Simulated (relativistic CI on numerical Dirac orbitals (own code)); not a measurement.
# Sensitivity of the levels of Xe18+ to α and to the nuclear radius

Method of calculation: Dirac-Coulomb-Breit CI, KLI orbitals optimised for each configuration, derivatives by finite differences, unscaled Slater integrals, QED left out (own radial code, finite nucleus).

Configuration list (outside the closed core [Ar] 3d10): 4s2.4p6, 4s2.4p5.4d, 4s.4p6.4d, 4s2.4p5.4f, 4s.4p6.4f, 4p6.4d2, 4p5.4d3, 4p5.4d2.4f. Double excitations out of closed p, d and f shells are left out; levels of such configurations are missing from the list, as are those of other unlisted configurations, and high levels can miss mixing partners.

With x = (α/α₀)² − 1 an excitation energy changes as ω = ω₀ + qx; K = 2q/ω₀ is the relative enhancement. Terms are leading LS components, so labels can repeat. The field-shift factor is F = δν/δ⟨r²⟩ for the transition from the lowest level.

Lowest level 4s2.4p6 1S_0.

| Level | ω₀ (cm⁻¹) | q (cm⁻¹) | K | F (GHz/fm²) |
| --- | --- | --- | --- | --- |
| 4s2.4p5.4d 3P°_0 | 640328 | 10310 | 0.0322 | 2.18 |
| 4s2.4p5.4d 3P°_1 | 653384 | 16950 | 0.0519 | 2.15 |
| 4s2.4p5.4d 3F°_3 | 674832 | 13880 | 0.0411 | 1.91 |
| 4s2.4p5.4d 3P°_2 | 677438 | 22710 | 0.0671 | 2.13 |
| 4s2.4p5.4d 3F°_4 | 681598 | 33990 | 0.0997 | 2.12 |
| 4s2.4p5.4d 1D°_2 | 695412 | 31430 | 0.0904 | 2.15 |
| 4s2.4p5.4d 3D°_3 | 722850 | 33310 | 0.0922 | 2.57 |
| 4s2.4p5.4d 3D°_1 | 763097 | 72580 | 0.19 | 0.644 |
| 4s2.4p5.4d 3F°_2 | 793366 | 142300 | 0.359 | -2.64 |
| 4s2.4p5.4d 3D°_2 | 822424 | 163500 | 0.398 | -2.06 |
| 4s2.4p5.4d 1F°_3 | 831989 | 166700 | 0.401 | -2.34 |
| 4s2.4p5.4d 1P°_1 | 953618 | 102100 | 0.214 | -0.0314 |
| 4s.4p6.4d 3D_1 | 1254632 | 165200 | 0.263 | -170 |
| 4s.4p6.4d 3D_2 | 1263800 | 174100 | 0.275 | -171 |
| 4s.4p6.4d 3D_3 | 1281317 | 193700 | 0.302 | -173 |
| 4s.4p6.4d 1D_2 | 1349511 | 196300 | 0.291 | -188 |
| 4s2.4p5.4f 3G_5 | 1508258 | 30960 | 0.041 | 6.7 |
| 4s2.4p5.4f 3G_4 | 1516273 | 30020 | 0.0396 | 6.61 |
| 4s2.4p5.4f 3D_1 | 1516860 | 42850 | 0.0565 | -11.5 |
| 4s2.4p5.4f 3D_2 | 1524137 | 43350 | 0.0569 | -8.89 |
| 4s2.4p5.4f 3F_3 | 1531497 | 33000 | 0.0431 | 4.75 |
| 4s2.4p5.4f 3D_3 | 1533463 | 40870 | 0.0533 | -2.47 |
| 4s2.4p5.4f 3F_4 | 1541617 | 31530 | 0.0409 | 6.77 |

At this charge energies of transitions that change n are usually good to better than 1 %, and those within a shell (Δn = 0) to a few per cent.
